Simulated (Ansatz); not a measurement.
An input meant for C₃H₉Bi⁺, that is BiMe3 with one electron fewer (charge 1, doublet; atoms displaced at random, 0.08 Å in each coordinate).

```yaml
crystal:
  periodic: [false, false, false]
  atoms:
    - {symbol: Bi, position_ang: [-0.025101, -0.009779, 1.437010]}
    - {symbol: C, position_ang: [1.988585, 0.036500, -0.120418]}
    - {symbol: C, position_ang: [-1.011830, 1.742837, 0.069820]}
    - {symbol: C, position_ang: [-0.720092, -1.414605, 0.110376]}
    - {symbol: H, position_ang: [2.563882, 0.626152, 0.209303]}
    - {symbol: H, position_ang: [1.935007, 0.213399, -1.041672]}
    - {symbol: H, position_ang: [2.104280, -0.821411, 0.166159]}
    - {symbol: H, position_ang: [-0.605503, 1.273788, -1.075728]}
    - {symbol: H, position_ang: [-0.387857, 2.463180, 0.553191]}
    - {symbol: H, position_ang: [-2.183675, 1.882356, 0.351402]}
    - {symbol: H, position_ang: [-2.064038, -1.678095, 0.118104]}
    - {symbol: H, position_ang: [-0.381245, -2.443152, 0.463321]}
    - {symbol: H, position_ang: [-0.731747, -1.569004, -1.043397]}
basis:
  gaussian: {orbitals: def2-SVPD, fitting: {mean_field: def2-universal-jkfit}}
total_charge: 1
magnetization: {spin_polarized: true, initial_magnetization: 1}
hamiltonian: {xc: {name: PBEsol}, dispersion: d4}
scf: {lower_state_search: full}
relax: {f_tol: 0.001, max_steps: 3}
```

```sh
$ ansatz run in.yaml --threads 2 --pin off --events-out ev --progress --plain --max-ram 4352MiB
```

Shortened log:

```
Functional definition: PBEsol
638 factors; integrals over basis functions are off by at most 3.6e-1 eV
mean field evaluation 1: about -9020.1539 eV, gradient 8.2e1 eV
mean field evaluation 2: about -9020.1508 eV, gradient 8.2e1 eV
mean field evaluation 4: about -9049.1121 eV, gradient 3.0e1 eV
mean field evaluation 8: about -9056.1891 eV, gradient 9.4e0 eV
mean field evaluation 16: about -9056.9465 eV, gradient 9.9e-2 eV
mean field evaluation 32: about -9056.9048 eV, gradient 2.2e0 eV
mean field evaluation 64: about -9014.1186 eV, gradient 6.2e1 eV
mean field evaluation 96: about -9056.9482 eV, gradient 5.9e-1 eV
mean field evaluation 128: about -9056.9466 eV, gradient 2.2e-2 eV
mean field evaluation 160: about -9056.9466 eV, gradient 1.1e-4 eV
mean field evaluation 192: about -9049.5621 eV, gradient 3.2e1 eV
mean field -9056.94656207 eV, -332.8366471372 hartree, gradient 2.3e-5 eV, S^2 0.756886; 10 other end points of the search recorded, 0 dependent functions left out
reference -9056.94661050 eV, -332.8366489169 hartree; 25, 24 occupied and 139, 140 virtual orbitals, 638 factors
relax step   1: F+E_penalty+E_count = -9057.03354680 eV  Δ(F+E_penalty+E_count) = +0.000e0 eV  max|allowed force component| = 1.056e1 eV/Å  Δτ_max = 0.0000 Å  (296 SCF iters, accepted)
638 factors; integrals over basis functions are off by at most 3.1e-1 eV
mean field -9061.85093066 eV, -333.0168793587 hartree, gradient 1.7e-5 eV, S^2 0.752704; 1 other end points of the search recorded, 0 dependent functions left out
reference -9061.85097863 eV, -333.0168811214 hartree; 25, 24 occupied and 139, 140 virtual orbitals, 638 factors
relax step   2: F+E_penalty+E_count = -9061.93352728 eV  Δ(F+E_penalty+E_count) = -4.900e0 eV  max|allowed force component| = 2.310e0 eV/Å  Δτ_max = 0.1989 Å  (65 SCF iters, accepted)
638 factors; integrals over basis functions are off by at most 2.7e-1 eV
mean field evaluation 224: about -9062.7762 eV, gradient 5.1e-4 eV
mean field -9062.77619079 eV, -333.0508820412 hartree, gradient 1.7e-5 eV, S^2 0.751135; 0 other end points of the search recorded, 0 dependent functions left out
reference -9062.77623848 eV, -333.0508837938 hartree; 25, 24 occupied and 139, 140 virtual orbitals, 638 factors
relax step   3: F+E_penalty+E_count = -9062.85785609 eV  Δ(F+E_penalty+E_count) = -9.243e-1 eV  max|allowed force component| = 1.174e0 eV/Å  Δτ_max = 0.1948 Å  (37 SCF iters, accepted)
Error: geometry relaxation did not converge after 3 steps: max|allowed force component| = 1.17e0 eV/Å (threshold 1.0e-3). Raise `relax.max_steps` over both its present limit and 3, loosen `relax.f_tol`, or start from a geometry closer to equilibrium. Where this run's directory can be resumed (`checkpoint.write`), a resume goes on for up to `relax.max_steps` more
```

In this input the relaxation is allowed too few steps for its threshold. The SCF steps converged, but the relaxation ran out of steps.
